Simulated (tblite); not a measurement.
Isomers of C3H4F2O2Si. Computed with GFN2-xTB (tblite): harmonic, unscaled wavenumbers at the GFN2-xTB geometry, gas phase. Against measured fundamentals such values can be off by several per cent, at times by over 20. Modes of hydrogen on silicon can be 10 to 20 % off. One conformer each.

Electronic energies: GFN2-xTB at the same geometries; isomer energies are rough at this level and their order can be wrong.

| SMILES | electronic energy, lowest = 0 (kcal/mol) |
| --- | --- |
| FC1(F)C=C(O[SiH3])O1 | 38.2 |
| F/C=C1/OC[Si@H](F)O1 | 0.0 |
| C=C1O[SiH2]C(F)(F)O1 | 24.7 |

Problem. How do GFN2-xTB zero-point energies change the relative energies?

Solution. 
```
              SMILES  ZPE (kcal/mol)  of it from modes above 1550 cm⁻¹  electronic (kcal/mol)  with ZPE, lowest = 0 (kcal/mol)  lowest mode (cm⁻¹)  rings
F/C=C1/OC[Si@H](F)O1            44.1                              19.0                    0.0                              0.0                  77      1
C=C1O[SiH2]C(F)(F)O1            42.2                              18.4                   24.7                             22.8                  64      1
FC1(F)C=C(O[SiH3])O1            40.4                              17.1                   38.2                             34.5                  57      1
```

The zero-point energies span 3.7 kcal/mol, from `FC1(F)C=C(O[SiH3])O1` to `F/C=C1/OC[Si@H](F)O1`. The order is unchanged.

Problem. What do entropy and thermal enthalpy add at 298.15 K and 1 bar (rigid rotor, harmonic oscillator, one conformer each)?

Solution. 
```json
{"SMILES": "F/C=C1/OC[Si@H](F)O1", "point group": "C1", "symmetry number": "1", "S (cal/(mol K))": "90.8", "H − H(0) (kcal/mol)": "5.84", "ZPE + H − H(0) − TS (kcal/mol)": "22.9"}
{"SMILES": "C=C1O[SiH2]C(F)(F)O1", "point group": "Cs", "symmetry number": "1", "S (cal/(mol K))": "88.4", "H − H(0) (kcal/mol)": "5.67", "ZPE + H − H(0) − TS (kcal/mol)": "21.5"}
{"SMILES": "FC1(F)C=C(O[SiH3])O1", "point group": "Cs", "symmetry number": "1", "S (cal/(mol K))": "92.3", "H − H(0) (kcal/mol)": "5.98", "ZPE + H − H(0) − TS (kcal/mol)": "18.9"}
```
